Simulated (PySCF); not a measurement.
isocyanic acid (CHNO), singlet, at a GFN2-xTB geometry. Base run: PySCF with CAMB3LYP/STO-3G.

PySCF was given this input:
```python
from pyscf import gto, scf, dft

mol = gto.M(
    atom='''
N    -1.09019945    0.19550444    0.26322046
C     0.04813358   -0.04939770    0.01378604
O     1.14545157   -0.10550804   -0.33882666
H    -1.82101787   -0.22808056    0.78535375
''',
    basis='sto-3g',
    verbose=4,
)

mf = dft.RKS(mol)
mf.xc = 'camb3lyp'
mf.kernel()
mf.analyze()
```

The base run was repeated with changes; each row names its change, and settings that it needs were set with it.

```csv
change,ΔE vs base (µEh),fitting functions,dipole (D)
base,0.0,-,1.88
auxbasis = even-tempered beta=2.0,106,155,1.88
auxbasis = even-tempered beta=3.0,(withheld),(withheld),1.88
auxbasis = autoaux,83.5,205,1.88
auxbasis = def2-universal-jkfit,-902,247,1.88
auxbasis = default (with mf = mf.density_fit()),-902,247,1.88
auxbasis = cc-pvdz-jkfit,-99.8,233,1.88
auxbasis = def2-universal-jfit,(withheld),(withheld),1.88
auxbasis = cc-pvtz-ri,(withheld),(withheld),1.88
auxbasis = cc-pvqz-jkfit,-113,369,1.88
```

Question: Complete the blanks.

Answer: 
- auxbasis = even-tempered beta=3.0, ΔE vs base (µEh): -1902
- auxbasis = even-tempered beta=3.0, fitting functions: 102
- auxbasis = def2-universal-jfit, ΔE vs base (µEh): -522
- auxbasis = def2-universal-jfit, fitting functions: 158
- auxbasis = cc-pvtz-ri, ΔE vs base (µEh): -766
- auxbasis = cc-pvtz-ri, fitting functions: 273

A fitting set is made for a task (jfit for Coulomb, jkfit for Coulomb and exchange, ri for correlation) and for a family of orbital bases.
